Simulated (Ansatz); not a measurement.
Reaction (formal exchange of groups at a Ge–Si bond): `O=[CH][GeH2][SiH3]` + CH₄ → `[CH3][GeH2][CH]=O` + SiH₄

Isolated molecules relaxed with PBE0-D4/def2-TZVP in Ansatz; ΔE leaves out vibrations. CBS: MP2 limit from def2 TZ/QZ plus the TZ coupled-cluster correction, frozen cores. This one scheme is used for every species. Functionals use def2-TZVPP. B3LYP here is the variant with VWN-RPA as its local correlation; programs differ in this. For Ge outer-core shells are correlated without core-valence functions, which leaves a few kJ/mol of doubt a bond. Scalar relativity is left out up to krypton. One conformer a species, not always the lowest.

```tsv
level	ΔE (kJ/mol)
B3LYP-D4	36.9
ωB97X-V	30.7
ωB97M-V	30.3
CCSD(T)/def2-TZVPP	28.4
MP2/def2-QZVPP	28.4
SCS-MP2/def2-QZVPP	25.7
HF/CBS(def2)	22.6
MP2/CBS(def2)	30.0
```

(1) What does CCSD(T)/CBS give? (An estimate is asked.)

Largest T1 diagnostic among the species: 0.015.

Answers

(1) The calculation gave: +32.4 kJ/mol. The listed levels differ from it by 4.5, -1.7, -2.1, -4.0, -4.0, -6.7, -9.8, -2.4 kJ/mol.

From PBE to PBE0 (25 % exact exchange), in def2-TZVPP and without D4, ΔE moves by −4.1 kJ/mol. In def2-TZVPP, CCSD(T) changes the Hartree–Fock value by +6.0 kJ/mol (the triples alone add +1.3 kJ/mol) and MP2 by +3.6 kJ/mol.
